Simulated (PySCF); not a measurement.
C2H9NO2Si2.
Geometry (PBE0-D3(BJ)/def2-SVP, Å), atoms numbered from 1 in this order:
```
atom  x, y, z in Å
C1     2.8024    0.5871    1.5154
C2     1.7588   -0.3091    0.9019
O3     1.8342   -1.5274    0.9059
N4     0.6731    0.2772    0.3230
Si5   -0.5127   -0.8525   -0.3364
O6    -1.6883    0.1635   -0.9229
Si7   -3.0858    0.2860   -1.8023
H8     3.1410    1.3477    0.7957
H9     2.3830    1.1131    2.3871
H10    3.6538   -0.0231    1.8374
H11    0.5706    1.2849    0.3014
H12   -1.0868   -1.7173    0.7266
H13    0.0580   -1.6494   -1.4541
H14   -4.2113   -0.3953   -1.0941
H15   -3.4092    1.7316   -1.9668
H16   -2.9135   -0.3405   -3.1484
```

The closed-shell ground state was solved at several levels (PySCF, density fitting, gas phase, non-relativistic).

```
              level  basis functions  HOMO (eV)  LUMO (eV)  gap (eV)  dipole (D)
      PBE0/pcSseg-1              178      -7.69       0.21      7.90        3.19
CAM-B3LYP/def2-SVPD              226      -9.24       0.75      9.99        3.23
```

**Question.** Estimate the row for HF/pcSseg-1, a basis of 178 functions; the other rows only guide the guess.

**Answer.** HOMO -11.28 eV, LUMO 3.55 eV, gap 14.83 eV, dipole 3.50 D.

**Question.** Over all these levels, which gives the widest orbital gap and which the narrowest?

**Answer.** HF/pcSseg-1 (Hartree–Fock, all exact exchange) has the widest, 14.83 eV, and PBE0/pcSseg-1 (global hybrid, 25 % exact exchange) the narrowest, 7.90 eV. The two share the basis. From the narrowest to the widest the HOMO moves by -3.59 eV and the LUMO by +3.34 eV. The HOMO need not be the same orbital at Hartree–Fock and at DFT levels.

**Question.** How far do the dipole and the HOMO energy spread over the levels?

**Answer.** The dipole runs from 3.19 to 3.50 D (mean 3.31 D) and the HOMO from -11.28 to -7.69 eV.

One conformer stands for the species.
